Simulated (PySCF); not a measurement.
CdClH3OSi, SMILES [O]([Cd][Cl])[SiH3]. Atoms are numbered in the order given.

```xyz
7

Cd     0.1279    -0.3880     0.0000
Cl    -0.2780    -2.6202     0.0000
O      0.5662     1.5184     0.0000
Si    -0.3005     2.9198     0.0000
H     -1.1884     3.0304    -1.2054
H      0.6391     4.0815     0.0000
H     -1.1884     3.0304     1.2054
```

The structure is a stationary point at PBE0-D3(BJ)/def2-SVP. The def2 effective core potentials stand for the cores of Cd; spin–orbit coupling is left out. One conformer was computed; it need not be the lowest.

All values below come from TDA-PBE/def2-SVPD (PySCF).

Vertical excitations. Gas-phase values at a fixed geometry. State labels are in the subgroup Cs.

```json
[
 {"state": "S1", "symmetry": "A\"", "energy (eV)": "3.94", "λ (nm)": "314", "f": "0.002", "main pairs": "HOMO→LUMO 100 %"},
 {"state": "S2", "symmetry": "A'", "energy (eV)": "4.33", "λ (nm)": "286", "f": "0.042", "main pairs": "HOMO−1→LUMO 97 %"},
 {"state": "S3", "symmetry": "A'", "energy (eV)": "4.84", "λ (nm)": "256", "f": "0.014", "main pairs": "HOMO−2→LUMO 99 %"},
 {"state": "S4", "symmetry": "A\"", "energy (eV)": "4.84", "λ (nm)": "256", "f": "0.012", "main pairs": "HOMO−3→LUMO 100 %"},
 {"state": "S5", "symmetry": "A\"", "energy (eV)": "5.65", "λ (nm)": "219", "f": "0.001", "main pairs": "HOMO→LUMO+1 100 %"},
 {"state": "S6", "symmetry": "A'", "energy (eV)": "5.82", "λ (nm)": "213", "f": "0.018", "main pairs": "HOMO→LUMO+2 82 %, HOMO−1→LUMO+1 15 %"},
 {"state": "S7", "symmetry": "A\"", "energy (eV)": "5.90", "λ (nm)": "210", "f": "0.009", "main pairs": "HOMO−4→LUMO 97 %"},
 {"state": "S8", "symmetry": "A'", "energy (eV)": "5.96", "λ (nm)": "208", "f": "0.013", "main pairs": "HOMO−5→LUMO 62 %, HOMO−1→LUMO+1 35 %"},
 {"state": "S9", "symmetry": "A\"", "energy (eV)": "6.02", "λ (nm)": "206", "f": "0.002", "main pairs": "HOMO−1→LUMO+2 98 %"},
 {"state": "S10", "symmetry": "A'", "energy (eV)": "6.13", "λ (nm)": "202", "f": "0.005", "main pairs": "HOMO−1→LUMO+1 46 %, HOMO−5→LUMO 35 %, HOMO→LUMO+2 9 %"},
 {"state": "T1", "symmetry": "A\"", "energy (eV)": "3.69", "λ (nm)": "336", "f": "0", "main pairs": "HOMO→LUMO 100 %"},
 {"state": "T2", "symmetry": "A'", "energy (eV)": "3.91", "λ (nm)": "317", "f": "0", "main pairs": "HOMO−1→LUMO 99 %"},
 {"state": "T3", "symmetry": "A'", "energy (eV)": "4.51", "λ (nm)": "275", "f": "0", "main pairs": "HOMO−2→LUMO 100 %"},
 {"state": "T4", "symmetry": "A\"", "energy (eV)": "4.52", "λ (nm)": "274", "f": "0", "main pairs": "HOMO−3→LUMO 100 %"}
]
```
Triplets are in the Tamm–Dancoff approximation.
